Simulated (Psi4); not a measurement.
methyl ethyl ether (C3H8O), singlet, at a GFN2-xTB geometry, atoms displaced at random by about 0.03 Å a coordinate; Psi4 with HF/STO-3G, gradient.

Psi4 was given this input:
```
memory 2 GB

molecule mol {
0 1
  O    -0.001511   -0.727142   -0.059364
  C    -0.048291    0.673468    0.014809
  C     1.268609   -1.291051   -0.018661
  C    -1.434479    1.197915    0.044002
  H     0.530348    1.125468    0.931461
  H     0.576742    1.072402   -0.856756
  H     1.224633   -2.333700    0.019922
  H     1.923808   -0.916195   -0.900299
  H     1.896450   -0.927278    0.918949
  H    -1.925471    0.818372   -0.910536
  H    -2.003660    0.795059    0.853852
  H    -1.481055    2.239149    0.055313
symmetry c1
no_reorient
no_com
}

set basis sto-3g
set reference rhf

gradient('scf')
print_variables()
```

Write the output that Psi4 gives for this input, abridged.


```
gradient() will perform analytic gradient computation.

   => Loading Basis Set <=

    Name: STO-3G
    Role: ORBITAL
    Keyword: BASIS

         ---------------------------------------------------------
                                   SCF
               by Justin Turney, Rob Parrish, Andy Simmonett
                          and Daniel G. A. Smith
                              RHF Reference
         ---------------------------------------------------------

  ==> Geometry <==

    Molecular point group: c1
    Full point group: C1

    Geometry (in Angstrom), charge = 0, multiplicity = 1:

       Center              X                  Y                   Z               Mass
    ------------   -----------------  -----------------  -----------------  -----------------
         O           -0.001511000000    -0.727142000000    -0.059364000000    15.994914619570
         C           -0.048291000000     0.673468000000     0.014809000000    12.000000000000
         C            1.268609000000    -1.291051000000    -0.018661000000    12.000000000000
         C           -1.434479000000     1.197915000000     0.044002000000    12.000000000000
         H            0.530348000000     1.125468000000     0.931461000000     1.007825032230
         H            0.576742000000     1.072402000000    -0.856756000000     1.007825032230
         H            1.224633000000    -2.333700000000     0.019922000000     1.007825032230
         H            1.923808000000    -0.916195000000    -0.900299000000     1.007825032230
         H            1.896450000000    -0.927278000000     0.918949000000     1.007825032230
         H           -1.925471000000     0.818372000000    -0.910536000000     1.007825032230
         H           -2.003660000000     0.795059000000     0.853852000000     1.007825032230
         H           -1.481055000000     2.239149000000     0.055313000000     1.007825032230

  Running in c1 symmetry.

  Rotational constants: A =      0.94686  B =      0.13745  C =      0.12897 [cm^-1]
  Rotational constants: A =  28386.02839  B =   4120.70506  C =   3866.51086 [MHz]
  Nuclear repulsion =  133.451785001086165

  Charge       = 0
  Multiplicity = 1
  Electrons    = 34
  Nalpha       = 17
  Nbeta        = 17

  ==> Algorithm <==

  SCF Algorithm Type is DF.
  DIIS enabled.
  MOM disabled.
  Fractional occupation disabled.
  Guess Type is SAD.
  Energy threshold   = 1.00e-08
  Density threshold  = 1.00e-08
  Integral threshold = 1.00e-12

  ==> Primary Basis <==

  Basis Set: STO-3G
    Blend: STO-3G
    Number of shells: 20
    Number of basis functions: 28
    Number of Cartesian functions: 28
    Spherical Harmonics?: true
    Max angular momentum: 1

   => Loading Basis Set <=

    Name: (STO-3G AUX)
    Role: JKFIT
    Keyword: DF_BASIS_SCF

  ==> Integral Setup <==

  SCF_SUBTYPE=INCORE selected. In-core MEM_DF algorithm will be used.
  Using in-core AOs.

  ==> MemDFJK: Density-Fitted J/K Matrices <==

    J tasked:                   Yes
    K tasked:                   Yes
    wK tasked:                   No
    Algorithm:                 Core
    Schwarz Cutoff:           1E-12
    Mask sparsity (%):       0.7653
    Fitting Condition:        1E-10

   => Auxiliary Basis Set <=

  Basis Set: (STO-3G AUX)
    Blend: DEF2-UNIVERSAL-JKFIT
    Number of shells: 148
    Number of basis functions: 446
    Number of Cartesian functions: 520
    Spherical Harmonics?: true
    Max angular momentum: 4

  Minimum eigenvalue in the overlap matrix is 2.0447434786E-01.
  Reciprocal condition number of the overlap matrix is 8.3796093691E-02.
    Using symmetric orthogonalization.

  ==> Pre-Iterations <==

  SCF Guess: Superposition of Atomic Densities via on-the-fly atomic UHF (no occupation information).

   -------------------------
    Irrep   Nso     Nmo
   -------------------------
     A         28      28
   -------------------------
    Total      28      28
   -------------------------

  ==> Iterations <==

[...]
  @DF-RHF Final Energy:  -190.68461290818848
    Total Energy =                       -190.6846129081884840
[...]
 Dipole Z            :          0.2717057           -0.2307469            0.0409588
 Magnitude           :                                                    0.4122993

 ------------------------------------------------------------------------------------

         ------------------------------------------------------------
                                   SCF GRAD
                          Rob Parrish, Justin Turney,
                       Andy Simmonett, and Alex Sokolov
         ------------------------------------------------------------

  ==> Geometry <==

    Molecular point group: c1
    Full point group: C1

    Geometry (in Angstrom), charge = 0, multiplicity = 1:

       Center              X                  Y                   Z               Mass
    ------------   -----------------  -----------------  -----------------  -----------------
         O           -0.001511000000    -0.727142000000    -0.059364000000    15.994914619570
         C           -0.048291000000     0.673468000000     0.014809000000    12.000000000000
         C            1.268609000000    -1.291051000000    -0.018661000000    12.000000000000
         C           -1.434479000000     1.197915000000     0.044002000000    12.000000000000
         H            0.530348000000     1.125468000000     0.931461000000     1.007825032230
         H            0.576742000000     1.072402000000    -0.856756000000     1.007825032230
         H            1.224633000000    -2.333700000000     0.019922000000     1.007825032230
         H            1.923808000000    -0.916195000000    -0.900299000000     1.007825032230
         H            1.896450000000    -0.927278000000     0.918949000000     1.007825032230
         H           -1.925471000000     0.818372000000    -0.910536000000     1.007825032230
         H           -2.003660000000     0.795059000000     0.853852000000     1.007825032230
         H           -1.481055000000     2.239149000000     0.055313000000     1.007825032230

  Nuclear repulsion =  133.451785001086165

  ==> Basis Set <==

  Basis Set: STO-3G
    Blend: STO-3G
    Number of shells: 20
    Number of basis functions: 28
    Number of Cartesian functions: 28
    Spherical Harmonics?: true
    Max angular momentum: 1

  ==> DFJKGrad: Density-Fitted SCF Gradients <==

    Gradient:                    1
    J tasked:                  Yes
    K tasked:                  Yes
    wK tasked:                  No
    Integrals threads:           1
    Schwarz Cutoff:          1E-12
    Fitting Condition:       1E-10

   => Auxiliary Basis Set <=

  Basis Set: (STO-3G AUX)
    Blend: DEF2-UNIVERSAL-JKFIT
    Number of shells: 148
    Number of basis functions: 446
    Number of Cartesian functions: 520
    Spherical Harmonics?: true
    Max angular momentum: 4

  -Total Gradient:
     Atom            X                  Y                   Z
    ------   -----------------  -----------------  -----------------
       1        0.053697753530     0.027081947981    -0.009209372474
       2       -0.124932326205    -0.052112219499    -0.020681174997
       3       -0.105616942263    -0.101349241014    -0.018775324729
       4        0.056231618429     0.055390221312     0.068193944872
       5        0.025523124289     0.031802447169     0.034003348901
       6        0.029407085463     0.003611949811    -0.019833021412
       7        0.007411704002     0.047451812432     0.004720998479
       8        0.028575476574     0.024773688859    -0.028917453624
       9        0.036991414770     0.021771822781     0.042971652254
      10       -0.009728953989    -0.019986141356    -0.035287601357
      11        0.004718207699     0.004134353194    -0.015601852427
      12       -0.002278162300    -0.042570641670    -0.001584143487

  Variable Map:
  ----------------------------------------------------------------------------
[...]
  Array Variable Map:
  ----------------------------------------------------------------------------
[...]
[...]
```
